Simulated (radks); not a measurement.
Neutral aluminium inside a hard spherical wall (all orbitals vanish at R), configuration held at [Ne] 3s2 3p1 and not refilled when levels cross. Calculated with a radial shooting solver on a logarithmic mesh with Libxc functionals: non-relativistic Kohn-Sham, PBE, spin-polarised, spherical densities, point nucleus; open shells are filled with parallel spins first. Eigenvalues in eV for spin up, with the zero of energy where the potential of the charges vanishes at infinity; a dash marks a level that is unbound or too diffuse for the functional's potential to be trusted. A positive occupied level is held by the wall or, in an anion where self-interaction has pushed it up, behind a barrier. The pressure on the wall is -dE/dV.

R (bohr) = free: E (hartree) -242.23204; kinetic (hartree) 241.839; e(2s) -107.66; e(2p) -69.633; e(3s) -8.024; e(3p) -3.018; e(4s, empty) -; e(4p, empty) -; pressure (GPa) 0
R (bohr) = 15: E (hartree) -242.23203; kinetic (hartree) 241.839; e(2s) -107.66; e(2p) -69.631; e(3s) -8.023; e(3p) -3.017; e(4s, empty) -0.295; e(4p, empty) 0.601; pressure (GPa) < 0.0001
R (bohr) = 12: E (hartree) -242.23192; kinetic (hartree) 241.840; e(2s) -107.64; e(2p) -69.613; e(3s) -8.010; e(3p) -3.003; e(4s, empty) 0.048; e(4p, empty) 1.305; pressure (GPa) 0.00189
R (bohr) = 8: E (hartree) -242.22685; kinetic (hartree) 241.873; e(2s) -107.29; e(2p) -69.265; e(3s) -7.787; e(3p) -2.709; e(4s, empty) 2.558; e(4p, empty) 5.181; pressure (GPa) 0.183
R (bohr) = 5: E (hartree) -242.11395; kinetic (hartree) 242.382; e(2s) -104.15; e(2p) -66.122; e(3s) -5.588; e(3p) 0.361; e(4s, empty) 16.303; e(4p, empty) 21.717; pressure (GPa) 12.5
R (bohr) = 4: E (hartree) -241.85081; kinetic (hartree) 243.296; e(2s) -100.21; e(2p) -62.178; e(3s) -1.919; e(3p) 5.170; e(4s, empty) 33.933; e(4p, empty) 40.787; pressure (GPa) 67.8
R (bohr) = 3.5: E (hartree) -241.52131; kinetic (hartree) 244.288; e(2s) -96.867; e(2p) -58.832; e(3s) 2.119; e(3p) 10.188; e(4s, empty) 51.110; e(4p, empty) 58.600; pressure (GPa) 174
R (bohr) = 3: E (hartree) -240.85481; kinetic (hartree) 246.107; e(2s) -91.998; e(2p) -53.952; e(3s) 9.705; e(3p) 19.156; e(4s, empty) 80.298; e(4p, empty) 87.907; pressure (GPa) 492
R (bohr) = 2.5: E (hartree) -239.39561; kinetic (hartree) 249.801; e(2s) -84.564; e(2p) -46.442; e(3s) 25.384; e(3p) 36.582; e(4s, empty) 133.92; e(4p, empty) 139.87; pressure (GPa) 1620
